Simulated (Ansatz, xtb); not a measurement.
# Relaxing a trial structure of C3H8Se2Si

The starting geometry of this gas-phase singlet was built from a drawn formula by distance geometry and a force field; its bonds are those of `C[Se][SiH]1C[Se]C1`.

```xyz
14

C     1.7700    1.0316    0.8724
C    -1.0709   -0.1371   -1.3091
C    -2.2649   -1.4488    0.4647
Se    0.9252   -0.6794    1.4735
Se   -2.3127   -1.6393   -1.4891
Si   -1.0692   -0.0613    0.5334
H     2.8328    1.0224    1.2702
H     1.6903    1.0794   -0.2293
H     1.2304    1.8575    1.3353
H    -1.6956    1.2099    1.0868
H    -1.4502    0.7632   -1.7321
H    -0.0864   -0.3987   -1.6952
H    -1.8271   -2.3524    0.9163
H    -3.2343   -1.2024    0.8563
```

Predict what becomes of its bonds when it is optimised with r2SCAN-D4/def2-SVP.

It keeps its bonds, and is `C[Se][SiH]1C[Se]C1`.

The energy falls by 0.55 eV over 21 steps:

```csv
step,E − E(last) (eV)
1,0.550
3,0.065
5,0.051
8,0.040
10,0.017
12,0.010
14,0.002
17,0.000
19,0.000
21,0.000
```

Final geometry (Å):

```yaml
atoms:
  - { symbol: C, position_ang: [1.8241, 1.2086, 1.1881] }
  - { symbol: C, position_ang: [-1.2075, -0.3218, -1.6174] }
  - { symbol: C, position_ang: [-2.2423, -1.4796, 0.5812] }
  - { symbol: Se, position_ang: [1.1327, -0.6363, 1.1486] }
  - { symbol: Se, position_ang: [-3.0096, -1.0824, -1.2205] }
  - { symbol: Si, position_ang: [-0.9154, -0.1790, 0.2495] }
  - { symbol: H, position_ang: [2.7709, 1.1707, 1.7425] }
  - { symbol: H, position_ang: [2.0122, 1.5748, 0.1706] }
  - { symbol: H, position_ang: [1.1190, 1.8682, 1.7107] }
  - { symbol: H, position_ang: [-1.3333, 1.1753, 0.7235] }
  - { symbol: H, position_ang: [-1.2677, 0.6091, -2.2006] }
  - { symbol: H, position_ang: [-0.5876, -1.0585, -2.1509] }
  - { symbol: H, position_ang: [-1.9045, -2.5262, 0.6334] }
  - { symbol: H, position_ang: [-2.9537, -1.2784, 1.3954] }
```

From the same start GFN2-xTB reaches the same bonding as this run.

The end wasn't checked by frequencies. Run with Ansatz 0.2.0, 78 s on 4 threads of Arm Neoverse V1 (shared host).
